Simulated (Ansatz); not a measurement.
Gas-phase electronic energies from Ansatz, PBE0-D4/def2-TZVP geometries. CCSD(T)/CBS adds triple-zeta CCSD(T) − MP2 to the extrapolated MP2 energy (def2 sets, frozen cores). For Se outer-core shells are correlated without core-valence functions, which leaves a few kJ/mol of doubt a bond. Scalar relativity is left out up to krypton. Each species was taken in one conformer, which may not be the lowest.

Consider the substitution at a C–Se bond: `C=C[Se]CO` + `[SiH3]S` → `C=CS[SiH3]` + `OC[SeH]`.

| species | SCS-MP2/def2-QZVPP energy (Eh) |
| --- | --- |
| `C=C[Se]CO` | -2593.20326 |
| `[SiH3]S` | -689.21098 |
| `C=CS[SiH3]` | -766.44869 |
| `OC[SeH]` | -2515.96074 |

(1) Work out ΔE.

(2) What do rigid-rotor, harmonic-oscillator terms from PBE0-D4/def2-TZVP frequencies (298.15 K, 1 bar) make of the CCSD(T)/CBS value? (An estimate is asked.)

Largest T1 diagnostic among the species: 0.012.

## Answers

(1) ΔE = (-766.44869) + (-2515.96074) − (-2593.20326) − (-689.21098) = 0.00481 Eh = +12.6 kJ/mol. CCSD(T)/CBS gives +11.3 kJ/mol.

(2) Computed: ΔZPE = -0.1 kJ/mol, ΔH = +11.1 kJ/mol, ΔS = 3 J/(mol·K), ΔG = +10.2 kJ/mol. Modes under 50 cm⁻¹ make the entropy rough.

Leaving LDA and LC-ωPBE aside and taking each functional with its dispersion term where it has one, the values, not all of them listed here, spread over 3.5 kJ/mol, from revPBE-D4 to PBE-QIDH. In def2-TZVPP, CCSD(T) changes the Hartree–Fock value by +5.2 kJ/mol (the triples alone add +0.1 kJ/mol) and MP2 by +6.6 kJ/mol. At CCSD(T), def2-SVP lies −5.1 kJ/mol from the extrapolated value and def2-TZVPP +2.2 kJ/mol.
